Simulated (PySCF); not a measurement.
SnHF, SMILES [F][SnH] (connectivity only; charge and spin as stated), neutral, multiplicity 1.

Geometry: PBE0-D3(BJ)/def2-TZVP. The def2 effective core potentials stand for the cores of Sn; spin–orbit coupling is left out.

The numbers are results of PBE0-D3(BJ)/def2-TZVP in PySCF, not measurements.

Frequencies are harmonic and unscaled.

Computed vibrational spectrum:
| mode | ν (cm⁻¹) | IR (km/mol) | Raman (Å⁴/amu) | depolarisation | moving atoms (share of kinetic energy) |
|---|---|---|---|---|---|
| 1 | 584 | 110.2 | 6.5 | 0.64 | F 85 %, Sn 14 % |
| 2 | 616 | 29.0 | 30.3 | 0.73 | H 94 % |
| 3 | 1702 | 497.7 | 271.7 | 0.39 | H 99 % |
